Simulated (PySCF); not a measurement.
An equivalent PySCF input for C (carbon, neutral), [He] 2s2 2p2, high-spin 3P determinant, with the spin-free X2C one-electron Hamiltonian (Gaussian nucleus):

```python
from pyscf import gto, scf, dft, mp, cc
import basis_set_exchange as bse
mol = gto.M(atom="C 0 0 0", charge=0, spin=2, symmetry="D2h",
            basis=gto.basis.parse(bse.get_basis("x2c-TZVPPall", elements=["C"], fmt="nwchem", augment_diffuse=1)),
            nucmod="G")
mf = dft.UKS(mol, xc="LDA,VWN").sfx2c1e()
mf.irrep_nelec = {'Ag': (2, 2), 'B1u': (1, 0), 'B2u': (1, 0)}
mf.kernel()
```

It reaches the same state as the run whose output follows, with an energy that differs only through the grid. The run itself started from symmetry-adapted Hartree-Fock orbitals and held the occupation by maximum overlap, on a logarithmic radial grid, so the iterations belong to that start.

```
SCF conv_tol = 1e-09
number electrons alpha = 4  beta = 2
XC functionals = LDA,VWN
    P. A. M. Dirac.,  Math. Proc. Cambridge Philos. Soc. 26, 376 (1930)
    F. Bloch.,  Z. Phys. 57, 545 (1929)
    S. H. Vosko, L. Wilk, and M. Nusair.,  Can. J. Phys. 58, 1200 (1980)
cycle= 1 E= -37.4823456474947  delta_E= -0.00591  |g|= 0.0212  |ddm|= 0.114
cycle= 2 E= -37.4823750385648  delta_E= -2.94e-05  |g|= 0.00617  |ddm|= 0.0132
cycle= 3 E= -37.4823905343478  delta_E= -1.55e-05  |g|= 0.00235  |ddm|= 0.00773
cycle= 4 E= -37.4823942344567  delta_E= -3.7e-06  |g|= 2.9e-05  |ddm|= 0.00242
cycle= 5 E= -37.4823942351212  delta_E= -6.64e-10  |g|= 1.61e-06  |ddm|= 3.57e-05
converged SCF energy = -37.4823942351212  <S^2> = 2.0026051  2S+1 = 3.0017363
```
